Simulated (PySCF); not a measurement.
**Atomic charges by several schemes**

Species: TaOCl3 (singlet state).
Geometry (PBE0-D3(BJ)/def2-SVP, Å), atoms numbered from 1 in this order:
```
atom  x, y, z in Å
Ta1   -0.006    0.000    0.059
O2     0.002   -0.035    1.759
Cl3    2.183    0.015   -0.615
Cl4   -1.102    1.920   -0.552
Cl5   -1.077   -1.900   -0.651
```

Density: PBE0/pcSseg-1 (def2-TZVP on Ta) (PySCF); schemes: Mulliken and ESP-fitted. Isolated species at its PBE0-D3(BJ)/def2-SVP geometry, gas phase. Atoms past krypton carry effective core potentials; spin–orbit coupling is left out.

**Question.** Do the Mulliken and ESP-fitted schemes agree on where the charge is highest?

**Answer.** All schemes agree: Mulliken Ta1 (+1.033); ESP-fitted Ta1 (+0.741).

**Question.** For which atoms does the sign change between the 2 schemes (beyond +0.03 e in one, beyond −0.03 e in another)?

**Answer.** For none.

**Question.** At which atom do the 2 schemes differ most?

**Answer.** At Ta1: from +0.741 (ESP-fitted) to +1.033 e (Mulliken), 0.292 e apart.

**Question.** What partial charge does each atom carry?

**Answer.** In e:

```
atom                    environment  Mulliken  ESP-fitted
 Ta1  tantalum bonded to 3 Cl and O    +1.033      +0.741
  O2            oxygen bonded to Ta    -0.302      -0.342
 Cl3          chlorine bonded to Ta    -0.241      -0.132
 Cl4          chlorine bonded to Ta    -0.244      -0.133
 Cl5          chlorine bonded to Ta    -0.245      -0.134
```

Mean size of the charges over all atoms: Mulliken 0.413 e, ESP-fitted 0.297 e. Each set sums to the total charge, 0, to within 0.001 e. The Mulliken scheme counts on each atom the diagonal of the density matrix times the overlap matrix over that atom's basis functions. The ESP scheme fits charges at the nuclei, held to the total charge, to the electrostatic potential on points at 1.4 to 2.0 times the van der Waals radii.

**Question.** How many electrons does the ESP-fitted scheme count on Cl5?

**Answer.** Z − q = 17 − (-0.134) = 17.134.

**Question.** Sum the charges by element, for elements with more than one atom.

**Answer.** 
```csv
element,atoms,Mulliken,ESP-fitted
Cl,3,-0.730,-0.399
```
